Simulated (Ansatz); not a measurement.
`N1[SiH2]OP1`, charge 0, multiplicity 1.

(1) Give a relaxed structure at PBE0-D4/def2-TZVP (Ansatz 0.2.0). (An estimate is asked.)

## Answers

(1) Ansatz gave: 
```xyz
8

N    -0.4629   -0.6013   -0.7020
Si    0.9402    0.0165    0.1064
O    -0.0916    0.6741    1.2439
P    -1.4841    0.0842    0.5185
H    -0.6359   -1.5339   -1.0372
H     1.7077    1.0610   -0.6163
H     1.8821   -1.0017    0.6363
H    -1.8554    1.3011   -0.1497
```
